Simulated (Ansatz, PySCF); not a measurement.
System: fluoro(silyl)silane, Si2H5F, net charge 0, singlet state. SMILES: F[SiH2][SiH3]
Geometry from a B3LYP-D3(BJ)/def2-TZVP (Ansatz, an electronic-structure program) optimisation:
```xyz
8

F     -1.4907     0.9927     0.4651
Si    -0.8103    -0.3708    -0.0655
Si     1.5193    -0.1031    -0.1563
H     -1.1958    -1.4565     0.8663
H     -1.3754    -0.6627    -1.4038
H      2.1164    -1.3703    -0.6467
H      1.8827     0.9927    -1.0856
H      2.0627     0.1971     1.1894
```

Harmonic wavenumbers (cm⁻¹) at HF/6-31G* (Ansatz, at its own minimum) and at B3LYP-D3(BJ)/def2-TZVP (PySCF, at the structure above). 6-31G* holds six Cartesian d functions. Modes are numbered in rising order, 18 in all, and paired by that order; shown are modes over 250 cm⁻¹ that lie over 6 % from every other mode at both levels, one of each degenerate set, at most eight drawn at random. The second level is harmonic too, so this factor is not the one that brings values to measured fundamentals.

```json
[
 {"mode": "3", "HF/6-31G* (x)": "409", "B3LYP-D3(BJ)/def2-TZVP (y)": "359"},
 {"mode": "5", "HF/6-31G* (x)": "581", "B3LYP-D3(BJ)/def2-TZVP (y)": "518"},
 {"mode": "6", "HF/6-31G* (x)": "686", "B3LYP-D3(BJ)/def2-TZVP (y)": "619"},
 {"mode": "7", "HF/6-31G* (x)": "814", "B3LYP-D3(BJ)/def2-TZVP (y)": "741"}
]
```

Fit one scale factor, y = λ·x, by least squares, and use it for mode 4, which lies at 457 cm⁻¹ at HF/6-31G*.

λ = Σxy/Σx² = 1475597/1638034 = 0.9008; the rows scatter about it by 7 cm⁻¹ (root mean square). Prediction for mode 4: 412 cm⁻¹. The wavenumber at B3LYP-D3(BJ)/def2-TZVP is 409 cm⁻¹, so the fit misses by +3 cm⁻¹, against +48 cm⁻¹ without it. The fit is meant for this molecule alone.
